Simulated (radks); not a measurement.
Polarisability of neutral titanium, [Ar] 3d2 4s2, at imaginary frequency. All-electron calculation, non-relativistic Kohn-Sham, LDA (Slater exchange, Perdew-Wang correlation), spin-polarised, spherical densities, point nucleus; open shells are filled with parallel spins first. Program: a radial shooting solver on a logarithmic mesh with Libxc functionals. Response by self-consistent Sternheimer equations with the Hartree and adiabatic LDA kernel.

| w (hartree) | alpha1(iw) (bohr^3) |
|---|---|
| 0.00266 | 97.81 |
| 0.0143 | 96.88 |
| 0.0360 | 92.05 |
| 0.0697 | 79.52 |
| 0.118 | 59.74 |
| 0.186 | 39.27 |
| 0.280 | 23.76 |
| 0.413 | 13.96 |
| 0.605 | 8.203 |
| 0.892 | 4.831 |
| 1.35 | 2.777 |
| 2.12 | 1.464 |
| 3.59 | 0.6474 |
| 6.94 | 0.2157 |
| 17.5 | 0.04463 |

Static values: alpha1 = 97.84 bohr^3 (14.50 angstrom^3; uncoupled 186.9). C6 = 1107, triple-dipole C9 = 78450 atomic units. One-pole (London) frequency 4 C6 / (3 alpha1^2) = 0.154 hartree, against 0.157 for minus the highest occupied eigenvalue. The dipole shielding factor is 1.000, as the force sum rule N/Z = 1.000 demands. Recommended static value: 87 bohr^3 (Schwerdtfeger and Nagle, 2023 table).
